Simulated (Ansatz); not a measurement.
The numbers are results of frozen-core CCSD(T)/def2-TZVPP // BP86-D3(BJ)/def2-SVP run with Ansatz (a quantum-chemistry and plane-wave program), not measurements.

Ansatz 0.2 input:
```yaml
crystal:
  periodic: [false, false, false]
  atoms:
    - { symbol: W, position_ang: [0.066843, 0.460751, 0.115225] }
    - { symbol: Cl, position_ang: [-1.070801, -0.757324, -1.635165] }
    - { symbol: Cl, position_ang: [0.501166, -1.666596, 1.178479] }
    - { symbol: O, position_ang: [-0.300564, 2.062845, -0.794485] }
    - { symbol: H, position_ang: [-0.700485, 2.279046, -1.657577] }
    - { symbol: O, position_ang: [0.94991, 1.328004, 1.527935] }
    - { symbol: H, position_ang: [1.339174, 1.040811, 2.374885] }
    - { symbol: O, position_ang: [1.634098, 0.063644, -0.875781] }
    - { symbol: H, position_ang: [1.872621, -0.803791, -1.254636] }
    - { symbol: O, position_ang: [-1.602328, 0.35708, 1.008962] }
    - { symbol: H, position_ang: [-2.179085, -0.428635, 1.063212] }
basis:
  gaussian: { orbitals: def2-TZVPP }
correlation:
  method: ccsd_t
```

Output:

```
Functional definition: HF
2025 factors; integrals over basis functions are off by at most 5.6e-4 eV
mean field evaluation 1: about -35021.9301 eV, gradient 8.4e1 eV
mean field evaluation 2: about -35022.3372 eV, gradient 8.5e1 eV
mean field evaluation 4: about -35034.7356 eV, gradient 9.8e0 eV
mean field evaluation 8: about -35035.0043 eV, gradient 1.2e0 eV
mean field evaluation 16: about -35035.0100 eV, gradient 2.6e-6 eV
mean field evaluation 32: about -35034.8683 eV, gradient 3.2e0 eV
mean field evaluation 64: about -35021.8301 eV, gradient 1.7e-2 eV
mean field -35035.00998488 eV, -1287.5128693616 hartree, gradient 2.5e-6 eV, S^2 0.000000; 2 other end points of the search recorded, 0 dependent functions left out
14 core orbitals not correlated
reference -35035.00998488 eV, -1287.5128693616 hartree; 28, 28 occupied and 278, 278 virtual orbitals, 2025 factors
second order -51.11362698 eV of doubles, -0.00000000 eV of singles
cycle   1  -48.32867424 eV  change     2.8e0 eV  update   3.0e-1
cycle   2  -50.11675884 eV  change    -1.8e0 eV  update   1.8e-1
cycle   3  -50.58687568 eV  change   -4.7e-1 eV  update   5.3e-2
cycle   4  -50.56912366 eV  change    1.8e-2 eV  update   2.3e-2
cycle   5  -50.54476128 eV  change    2.4e-2 eV  update   8.4e-3
cycle   6  -50.54449581 eV  change    2.7e-4 eV  update   3.7e-3
cycle   7  -50.54641539 eV  change   -1.9e-3 eV  update   2.2e-3
cycle   8  -50.54545730 eV  change    9.6e-4 eV  update   1.1e-3
cycle   9  -50.54552472 eV  change   -6.7e-5 eV  update   5.5e-4
cycle  10  -50.54657358 eV  change   -1.0e-3 eV  update   2.8e-4
cycle  11  -50.54606726 eV  change    5.1e-4 eV  update   1.2e-4
cycle  12  -50.54578377 eV  change    2.8e-4 eV  update   6.3e-5
cycle  13  -50.54594583 eV  change   -1.6e-4 eV  update   2.7e-5
cycle  14  -50.54588068 eV  change    6.5e-5 eV  update   1.9e-5
perturbative correction -2.62651786 eV, -0.0965227511 hartree
Total energy: -35088.18238341 eV, -1289.4669189662 hartree
```

Cost: around 90 core-minutes (rough).
